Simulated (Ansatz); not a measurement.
H4P2, charge -1, doublet, at the geometry of the source list (a state made from the parent by changing its charge; the spin is typed, not shown lowest) (a gas-phase anion, which may not be bound at this level), atoms displaced at random by about 0.1 Å a coordinate; PBE0/STO-3G (Ansatz, an electronic-structure program).

Here is a job for Ansatz.
Ansatz 0.2 input:
```yaml
crystal:
  periodic: [false, false, false]
  atoms:
    - {symbol: P, position_ang: [-0.98076122, -0.36153615, 0.71393059]}
    - {symbol: P, position_ang: [1.10602635, 0.17193045, 0.60735140]}
    - {symbol: H, position_ang: [-1.48335608, 0.96939625, 0.35445768]}
    - {symbol: H, position_ang: [-1.14664145, -0.47713182, -1.04036747]}
    - {symbol: H, position_ang: [1.52586490, -1.14736009, 0.14141642]}
    - {symbol: H, position_ang: [1.30041848, 0.87200924, -0.63094954]}
basis:
  gaussian:
    orbitals: STO-3G
hamiltonian:
  xc: pbe0
total_charge: -1
magnetization: {spin_polarized: true, initial_magnetization: 1}
relax: {f_tol: 0.0005}
```

### Question
Write the output that Ansatz gives for this input, abridged.

### Answer

```
Functional definition: PBE0
273 factors; integrals over basis functions are off by at most 5.7e-6 eV
mean field evaluation 1: about -18414.4660 eV, gradient 1.2e1 eV
mean field evaluation 2: about -18410.0763 eV, gradient 1.9e1 eV
mean field evaluation 4: about -18416.3515 eV, gradient 1.6e0 eV
mean field evaluation 8: about -18416.4057 eV, gradient 5.0e-2 eV
mean field evaluation 16: about -18416.4060 eV, gradient 4.1e-5 eV
mean field -18416.40596157 eV, -676.7904359995 hartree, gradient 4.1e-5 eV, S^2 0.754050; 2 other end points of the search recorded, 0 dependent functions left out
the calculation of the forces begins
reference -18416.40597419 eV, -676.7904364630 hartree; 18, 17 occupied and 4, 5 virtual orbitals, 273 factors
relax step   1: F+E_penalty+E_count = -18416.40596157 eV  Δ(F+E_penalty+E_count) = +0.000e0 eV  max|allowed force component| = 2.776e0 eV/Å  Δτ_max = 0.0000 Å  (34 SCF iters, accepted)
these checks for a lower state are left out or cut short: starts, cluster_reference, orbital_swaps, neighbouring_geometries, increment
273 factors; integrals over basis functions are off by at most 5.1e-6 eV
mean field -18417.01520497 eV, -676.8128252815 hartree, gradient 1.4e-5 eV, S^2 0.751939; 0 other end points of the search recorded, 0 dependent functions left out
the calculation of the forces begins
reference -18417.01521776 eV, -676.8128257513 hartree; 18, 17 occupied and 4, 5 virtual orbitals, 273 factors
relax step   2: F+E_penalty+E_count = -18417.01520497 eV  Δ(F+E_penalty+E_count) = -6.092e-1 eV  max|allowed force component| = 7.367e-1 eV/Å  Δτ_max = 0.1947 Å  (26 SCF iters, accepted)
these checks for a lower state are left out or cut short: starts, cluster_reference, orbital_swaps, neighbouring_geometries, increment
273 factors; integrals over basis functions are off by at most 6.9e-6 eV
mean field evaluation 32: about -18417.1115 eV, gradient 1.9e-4 eV
mean field -18417.11147558 eV, -676.8163631610 hartree, gradient 1.2e-5 eV, S^2 0.750856; 0 other end points of the search recorded, 0 dependent functions left out
the calculation of the forces begins
reference -18417.11148850 eV, -676.8163636358 hartree; 18, 17 occupied and 4, 5 virtual orbitals, 273 factors
relax step   3: F+E_penalty+E_count = -18417.11147558 eV  Δ(F+E_penalty+E_count) = -9.627e-2 eV  max|allowed force component| = 8.174e-1 eV/Å  Δτ_max = 0.1974 Å  (26 SCF iters, accepted)
these checks for a lower state are left out or cut short: starts, cluster_reference, orbital_swaps, neighbouring_geometries, increment
273 factors; integrals over basis functions are off by at most 6.7e-6 eV
mean field -18417.14589338 eV, -676.8176279917 hartree, gradient 4.5e-5 eV, S^2 0.750828; 0 other end points of the search recorded, 0 dependent functions left out
the calculation of the forces begins
reference -18417.14590632 eV, -676.8176284674 hartree; 18, 17 occupied and 4, 5 virtual orbitals, 273 factors
relax step   4: F+E_penalty+E_count = -18417.14589338 eV  Δ(F+E_penalty+E_count) = -3.442e-2 eV  max|allowed force component| = 4.474e-1 eV/Å  Δτ_max = 0.0536 Å  (22 SCF iters, accepted)
these checks for a lower state are left out or cut short: starts, cluster_reference, orbital_swaps, neighbouring_geometries, increment
273 factors; integrals over basis functions are off by at most 7.7e-6 eV
mean field -18417.17486313 eV, -676.8186926106 hartree, gradient 1.6e-5 eV, S^2 0.750750; 0 other end points of the search recorded, 0 dependent functions left out
the calculation of the forces begins
reference -18417.17487595 eV, -676.8186930817 hartree; 18, 17 occupied and 4, 5 virtual orbitals, 273 factors
relax step   5: F+E_penalty+E_count = -18417.17486313 eV  Δ(F+E_penalty+E_count) = -2.897e-2 eV  max|allowed force component| = 4.759e-1 eV/Å  Δτ_max = 0.1313 Å  (25 SCF iters, accepted)
these checks for a lower state are left out or cut short: starts, cluster_reference, orbital_swaps, neighbouring_geometries, increment
[...]
relax step   6: F+E_penalty+E_count = -18417.19791225 eV  Δ(F+E_penalty+E_count) = -2.305e-2 eV  max|allowed force component| = 4.465e-1 eV/Å  Δτ_max = 0.0951 Å  (25 SCF iters, accepted)
relax step   7: F+E_penalty+E_count = -18417.21227902 eV  Δ(F+E_penalty+E_count) = -1.437e-2 eV  max|allowed force component| = 4.208e-1 eV/Å  Δτ_max = 0.0832 Å  (25 SCF iters, accepted)
relax step   8: F+E_penalty+E_count = -18417.22993803 eV  Δ(F+E_penalty+E_count) = -1.766e-2 eV  max|allowed force component| = 5.831e-1 eV/Å  Δτ_max = 0.1389 Å  (24 SCF iters, accepted)
relax step   9: F+E_penalty+E_count = -18417.26979142 eV  Δ(F+E_penalty+E_count) = -3.985e-2 eV  max|allowed force component| = 2.908e-1 eV/Å  Δτ_max = 0.2000 Å  (24 SCF iters, accepted)
relax step  10: F+E_penalty+E_count = -18417.28843287 eV  Δ(F+E_penalty+E_count) = -1.864e-2 eV  max|allowed force component| = 1.790e-1 eV/Å  Δτ_max = 0.2000 Å  (25 SCF iters, accepted)
relax step  11: F+E_penalty+E_count = -18417.29004060 eV  Δ(F+E_penalty+E_count) = -1.608e-3 eV  max|allowed force component| = 1.325e-1 eV/Å  Δτ_max = 0.1231 Å  (22 SCF iters, accepted)
relax step  12: F+E_penalty+E_count = -18417.29532677 eV  Δ(F+E_penalty+E_count) = -5.286e-3 eV  max|allowed force component| = 1.306e-1 eV/Å  Δτ_max = 0.0734 Å  (22 SCF iters, accepted)
relax step  13: F+E_penalty+E_count = -18417.29670050 eV  Δ(F+E_penalty+E_count) = -1.374e-3 eV  max|allowed force component| = 3.975e-2 eV/Å  Δτ_max = 0.0211 Å  (23 SCF iters, accepted)
relax step  14: F+E_penalty+E_count = -18417.29697938 eV  Δ(F+E_penalty+E_count) = -2.789e-4 eV  max|allowed force component| = 2.390e-2 eV/Å  Δτ_max = 0.0162 Å  (22 SCF iters, accepted)
relax step  15: F+E_penalty+E_count = -18417.29705856 eV  Δ(F+E_penalty+E_count) = -7.918e-5 eV  max|allowed force component| = 1.559e-2 eV/Å  Δτ_max = 0.0110 Å  (21 SCF iters, accepted)
relax step  16: F+E_penalty+E_count = -18417.29712433 eV  Δ(F+E_penalty+E_count) = -6.578e-5 eV  max|allowed force component| = 3.226e-3 eV/Å  Δτ_max = 0.0067 Å  (20 SCF iters, accepted)
[...]
273 factors; integrals over basis functions are off by at most 1.0e-5 eV
mean field -18417.29713459 eV, -676.8231860038 hartree, gradient 1.7e-5 eV, S^2 0.750872; 0 other end points of the search recorded, 0 dependent functions left out
the calculation of the forces begins
reference -18417.29714747 eV, -676.8231864773 hartree; 18, 17 occupied and 4, 5 virtual orbitals, 273 factors
relax step  17: F+E_penalty+E_count = -18417.29713459 eV  Δ(F+E_penalty+E_count) = -1.025e-5 eV  max|allowed force component| = 1.826e-3 eV/Å  Δτ_max = 0.0046 Å  (20 SCF iters, accepted)
these checks for a lower state are left out or cut short: starts, cluster_reference, orbital_swaps, neighbouring_geometries, increment
273 factors; integrals over basis functions are off by at most 1.0e-5 eV
mean field -18417.29713719 eV, -676.8231860994 hartree, gradient 1.4e-5 eV, S^2 0.750874; 0 other end points of the search recorded, 0 dependent functions left out
the calculation of the forces begins
reference -18417.29715008 eV, -676.8231865730 hartree; 18, 17 occupied and 4, 5 virtual orbitals, 273 factors
relax step  18: F+E_penalty+E_count = -18417.29713719 eV  Δ(F+E_penalty+E_count) = -2.604e-6 eV  max|allowed force component| = 1.977e-3 eV/Å  Δτ_max = 0.0051 Å  (20 SCF iters, accepted)
these checks for a lower state are left out or cut short: starts, cluster_reference, orbital_swaps, neighbouring_geometries, increment
273 factors; integrals over basis functions are off by at most 1.0e-5 eV
mean field evaluation 128: about -18417.2881 eV, gradient 3.4e-2 eV
mean field -18417.29713755 eV, -676.8231861126 hartree, gradient 1.6e-5 eV, S^2 0.750873; 0 other end points of the search recorded, 0 dependent functions left out
the calculation of the forces begins
reference -18417.29715044 eV, -676.8231865862 hartree; 18, 17 occupied and 4, 5 virtual orbitals, 273 factors
relax step  19: F+E_penalty+E_count = -18417.29713755 eV  Δ(F+E_penalty+E_count) = -3.573e-7 eV  max|allowed force component| = 1.907e-3 eV/Å  Δτ_max = 0.0005 Å  (16 SCF iters, accepted)
these checks for a lower state are left out or cut short: starts, cluster_reference, orbital_swaps, neighbouring_geometries, increment
273 factors; integrals over basis functions are off by at most 1.0e-5 eV
mean field -18417.29713791 eV, -676.8231861257 hartree, gradient 8.0e-6 eV, S^2 0.750873; 0 other end points of the search recorded, 0 dependent functions left out
the calculation of the forces begins
reference -18417.29715079 eV, -676.8231865993 hartree; 18, 17 occupied and 4, 5 virtual orbitals, 273 factors
relax step  20: F+E_penalty+E_count = -18417.29713791 eV  Δ(F+E_penalty+E_count) = -3.564e-7 eV  max|allowed force component| = 2.233e-4 eV/Å  Δτ_max = 0.0004 Å  (17 SCF iters, accepted)
273 factors; integrals over basis functions are off by at most 1.0e-5 eV
mean field -18417.29713791 eV, -676.8231861257 hartree, gradient 8.0e-6 eV, S^2 0.750873; 1 other end points of the search recorded, 0 dependent functions left out
the calculation of the forces begins
reference -18417.29715079 eV, -676.8231865993 hartree; 18, 17 occupied and 4, 5 virtual orbitals, 273 factors
Total energy: -18417.29715079 eV, -676.8231865993 hartree
Atom 0 at    -0.917823    -0.528793     0.489553 Å, force     0.000223    -0.000026    -0.000038 eV/Å
Atom 1 at     1.029079     0.410581     0.316532 Å, force    -0.000150     0.000002     0.000066 eV/Å
Atom 2 at    -1.511884     0.682315     0.921389 Å, force     0.000164     0.000024    -0.000036 eV/Å
Atom 3 at    -1.525399     0.124120    -1.520768 Å, force     0.000005    -0.000009    -0.000012 eV/Å
Atom 4 at     1.822159    -0.611054     0.905072 Å, force    -0.000152     0.000038    -0.000121 eV/Å
Atom 5 at     1.425420    -0.049861    -0.965939 Å, force    -0.000091    -0.000029     0.000141 eV/Å
Dipole moment:     0.676059     0.003186     0.507324 e Å
```
